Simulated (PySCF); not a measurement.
C₂H₆N₂OSi, SMILES O=C=N[Si@H](N)C.

The structure is a stationary point at B3LYP-D3(BJ)/def2-SVP. The structure was generated by enumeration; whether it is a known compound was not checked. The values are those of a single conformer.

Two levels are set side by side: PBE/def2-TZVP (PySCF) and B3LYP/def2-TZVP (PySCF). Same geometry, gas phase. Differences are taken from unrounded values.

| quantity | B3LYP |
|---|---|
| orbital gap (eV) | 7.73 |
| highest occupied level (eV) | -7.57 |
| lowest empty level (eV) | 0.16 |
| dipole moment (D) | 2.72 |
| mean polarisability (bohr³) | 65.0 |

Task: What does PBE give, and how far is it from B3LYP? (Estimate from the structure and the level; the computed values follow.)

Result: 
```json
[
 {"quantity": "orbital gap (eV)", "PBE": "5.96", "PBE minus B3LYP": "-1.78"},
 {"quantity": "highest occupied level (eV)", "PBE": "-6.37", "PBE minus B3LYP": "1.20"},
 {"quantity": "lowest empty level (eV)", "PBE": "-0.41", "PBE minus B3LYP": "-0.57"},
 {"quantity": "dipole moment (D)", "PBE": "2.68", "PBE minus B3LYP": "-0.04"},
 {"quantity": "mean polarisability (bohr³)", "PBE": "67.5", "PBE minus B3LYP": "2.5"}
]
```

Without exact exchange PBE keeps part of each electron's self-repulsion, which lifts occupied levels and narrows the gap. Loosely held outer electrons make PBE densities more polarisable. Differences between two approximate levels are no errors against the true value.

Rough cost on one machine, each run with all the roots and properties that it gave: B3LYP against PBE within a factor of 2.
